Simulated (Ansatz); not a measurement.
This geometry of BrClZn + H2 (5 atoms, charge 0, multiplicity 1) is a first-order saddle point.

Method: Ansatz, RKS PBE0-D4/def2-SVP.

```xyz
5
Properties=species:S:1:pos:R:3
Zn -0.534 0.084 0.396
Br 1.027 -0.894 -1.484
Cl -2.481 -0.512 0.947
H 1.164 0.310 -0.377
H 0.824 1.011 0.518
```

Question: Which two structures does it join? (They come from a converged band through this point; their orientation in space is the band's.)

Answer: Bonds broken: H4–H5. Bonds formed: Zn1–H5, Br2–H4. BrClZn + H2 becomes BrClH2Zn.

First end point:

```xyz
5
Properties=species:S:1:pos:R:3
Zn -0.580 -0.697 -0.295
Br 0.830 -1.492 -1.834
Cl -2.050 -0.105 1.096
H 1.186 1.066 0.276
H 0.614 1.229 0.756
```

Last end point:

```xyz
5
Properties=species:S:1:pos:R:3
Zn -0.772 0.448 0.854
Br 0.830 -0.855 -1.257
Cl -2.250 -1.015 0.389
H 2.076 -0.164 -1.355
H 0.116 1.586 1.369
```

Question: How far does it lie above each of them?

Answer: 1.44 eV above the first and 0.39 eV above the second. This is the barrier of this one path; another mechanism may lie lower. The orbitals stay closed-shell, which can raise the energy where a bond breaks towards radicals; this wasn't checked here.

Run time: 2.5 min on 2 threads of Arm Neoverse V2, on a shared host, peak memory 0.21 GiB.
